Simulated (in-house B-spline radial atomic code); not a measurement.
## PBE hybrid excitations of S6+

Method: PBE hybrid with 0 exact exchange. Computed with a B-spline radial code for spherical atoms: linear response of the closed shell [He] 2s2 2p6 with the functional's adiabatic kernel; non-relativistic, point nucleus, no spin-orbit coupling, no double excitations, S, P, D and F terms only. Only terms of natural parity with L up to 3 were computed.

Command:
```bash
python run_td.py task.json out
```
Settings (radii: box in bohr, nucleus in fm):
```
Z                        16
electrons                10
configuration            [He] 2s2 2p6
hamiltonian              nr
method                   pbeh
box_radius               14.35
exact_exchange_fraction  0
intervals                50
```

Cost of the run: 0.1 s on 1 thread of AMD EPYC 9R45 96-Core Processor (Zen 5) (shared host).

The lowest states, in the order of their Tamm-Dancoff energies; the method's threshold (minus the highest occupied level) is 258.01 eV. Labels give the largest channel, * marks a mixed state, and oscillator strengths are full-response dipole values. Semilocal kernels can invert the small singlet-triplet splittings of Rydberg terms. Energies in eV:

```csv
state,full response,Tamm-Dancoff,oscillator strength
2p → 3s 3P,162.59,162.60,-
2p → 3s 1P,?,?,?
2p → 3p 3S,174.52,174.55,-
2p → 3p 3D,175.61,175.62,-
2p → 3p 1D,176.65,176.66,-
2p → 3p 1S,183.53,184.08,-
2p → 3d 3P,193.22,193.23,-
2p → 3d 3F,193.48,193.49,-
2p → 3d 1F,?,?,-
2p → 3d 1P,197.05,197.18,1.36
2p → 4s 3P,213.16,213.16,-
2p → 4s 1P,213.52,213.53,0.0317
2s → 3s 3S,215.97,215.98,-
```

(1) Where does 2p → 3s 1P lie?

(2) Where does 2p → 3d 1F lie?

(3) How large is the singlet-triplet splitting of 2p → 3s (P terms) in Tamm-Dancoff?

(4) What polarisabilities and dispersion coefficient does the method give?

## Answers

(1) At 163.91 eV in full response, 163.94 eV in Tamm-Dancoff, oscillator strength 0.196.

(2) At 194.20 eV in full response, 194.20 eV in Tamm-Dancoff.

(3) 1.34 eV, from the unrounded values.

(4) Dipole 0.07504 bohr³, quadrupole 0.03211 bohr⁵, C6 0.0383 hartree·bohr⁶ for two such species.
